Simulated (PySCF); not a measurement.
Ta(O)(OH)2(NH2) (H4NO3Ta), SMILES [NH2][Ta](=[O])([OH])[OH], multiplicity 1. Atoms are numbered in the order given.

```xyz
9

Ta     0.0186    -0.0255     0.0000
O     -0.0811    -1.7572     0.0000
O      0.9259     0.6216     1.5693
H      1.2576     0.2168     2.3779
O      0.9259     0.6216    -1.5693
H      1.2576     0.2168    -2.3779
N     -1.8804     0.5758     0.0000
H     -2.6924    -0.0372     0.0000
H     -2.1823     1.5490     0.0000
```
Charge 0, spin multiplicity 1.

Coordinates come from a B3LYP-D3(BJ)/def2-SVP optimisation. The multiplicity is an assumed one; other spin states were not compared. The def2 effective core potentials stand for the cores of Ta; spin–orbit coupling is left out. The values are those of a single conformer.

Level of theory: PySCF with PBE/def2-TZVP.

Symmetry labels are those of the subgroup Cs that the program uses (full group Cs).

**Question.** List the valence orbital energies around the gap with their symmetry. (An estimate is asked for; the answer gives what the named calculation found.)

**Answer.** 
```json
[
 {"orbital": "HOMO−7", "symmetry": "A'", "energy (eV)": "-8.92"},
 {"orbital": "HOMO−6", "symmetry": "A\"", "energy (eV)": "-8.59"},
 {"orbital": "HOMO−5", "symmetry": "A'", "energy (eV)": "-8.20"},
 {"orbital": "HOMO−4", "symmetry": "A\"", "energy (eV)": "-7.61"},
 {"orbital": "HOMO−3", "symmetry": "A'", "energy (eV)": "-7.57"},
 {"orbital": "HOMO−2", "symmetry": "A'", "energy (eV)": "-7.49"},
 {"orbital": "HOMO−1", "symmetry": "A\"", "energy (eV)": "-7.47"},
 {"orbital": "HOMO", "symmetry": "A\"", "energy (eV)": "-6.34"},
 {"orbital": "LUMO", "symmetry": "A'", "energy (eV)": "-1.14"},
 {"orbital": "LUMO+1", "symmetry": "A'", "energy (eV)": "-0.87"},
 {"orbital": "LUMO+2", "symmetry": "A\"", "energy (eV)": "-0.73"},
 {"orbital": "LUMO+3", "symmetry": "A'", "energy (eV)": "-0.04"}
]
```
